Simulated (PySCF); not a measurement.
Ionisation energy of C²⁺ by level of theory

C²⁺ [He] 2s2 (1S) → C³⁺ [He] 2s1 (2S), as a difference of total energies. All numbers are calculated (PySCF 2.14, the non-relativistic Hamiltonian (point nucleus), in cc-pVQZ (5s4p3d2f1g, 55 functions)). Correlated levels: valence: 1s2 frozen. The calculations carry no spin-orbit coupling.

```json
{"method": "UHF", "ionisation energy (eV)": "45.780"}
{"method": "MP2 (valence)", "ionisation energy (eV)": "47.022"}
{"method": "SCS-MP2 (valence)", "ionisation energy (eV)": "47.270"}
{"method": "CCSD (valence)", "ionisation energy (eV)": "47.810"}
```

Errors of the correlated levels include the incompleteness of this basis and the frozen core.

With two correlated electrons CCSD is exact in that space.

The coupled-cluster amplitudes are large for C²⁺ (T1 above 0.03 or a double amplitude above 0.15), so a single reference is strained.

Q: Which method comes closest to the reference value, and which is furthest?

A: The reference is 47.888 eV (measured; NIST Atomic Spectra Database, ionization energies). Closest: CCSD (valence) (error -0.078 eV); furthest: UHF (error -2.108 eV).
